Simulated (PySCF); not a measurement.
## Mo: interval between two levels

Mo [Kr] 4d5 5s1 [7S3, M_J = 3] → Mo [Kr] 4d4 5s2 [5D4, M_J = 4], as a difference of total energies. Computed with PySCF 2.14 in x2c-TZVPall-2c, with the two-component X2C-1e Hamiltonian. Correlated levels: [Ar] 3d10 frozen; the 6 highest virtual spinors dropped. "Screened" scales the spin-orbit matrix elements by Boettger's factors to mimic the two-electron term; Breit and QED terms are absent.

```json
{"method": "GHF (spin-free)", "interval between two levels (cm⁻¹)": "18403"}
{"method": "GMP2 (spin-free)", "interval between two levels (cm⁻¹)": "14839"}
{"method": "GHF (screened spin-orbit)", "interval between two levels (cm⁻¹)": "19046"}
{"method": "GMP2 (screened spin-orbit)", "interval between two levels (cm⁻¹)": "15521"}
```

The labels give the starting determinants; with spin-orbit coupling the two ends relaxed to ⟨J²⟩ = 12.00, ⟨L²⟩ = 0.01, ⟨S²⟩ = 12.00 and ⟨J²⟩ = 20.12, ⟨L²⟩ = 6.13, ⟨S²⟩ = 6.02.
